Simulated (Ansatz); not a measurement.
Ideal-gas functions of `[F][Ge]([F])[I]` radical at 800 K and 1 bar, from an Ansatz frequency run at PBE0-D4/def2-TZVP.

Molar mass 237.51 g/mol, point group Cs (symmetry number 1), electronic degeneracy 2, moments of inertia 86.467, 474.014, 526.277 u Å². Harmonic wavenumbers (cm⁻¹, unscaled): 120, 150, 229, 255, 698, 704.

Use S(trans) = R[1.5 ln M + 2.5 ln T − 1.1517]; rotational temperatures θ = 24.2544 K / I; S(rot) = R[ln(√π/σ · √(T³/θAθBθC)) + 1.5]; for each mode x = 1.438777 ν̃/T, S = R[x/(eˣ − 1) − ln(1 − e⁻ˣ)] and H = RT x/(eˣ − 1); 1 cm⁻¹ = 0.0119627 kJ/mol; R = 8.31446 J/(mol·K).

By hand: the entropy, in J/(mol·K).

Translation 197.6. Rotation: θ = 0.2805, 0.0512, 0.0461 K, giving 131.0. Vibration, mode by mode: 21.08, 19.23, 15.75, 14.87, 6.95, 6.89, in all 84.8. Electronic 5.8. Sum 419.2 J/(mol·K).

By hand: H − E and G − E in kJ/mol, counted from the electronic energy.

Zero-point energy ½ × 2156 × 0.0119627 = 12.9; thermal vibration 29.0; translation, rotation and pV give 4 RT = 26.6. H − E = 68.5 kJ/mol, and G − E = 68.5 − 800 × 419.2/1000 = -266.9 kJ/mol.

Vibration gives 20 % of the entropy, 21.1 J/(mol·K) of it from the mode under 150 cm⁻¹: soft modes count most, and the harmonic formula is weakest for them.
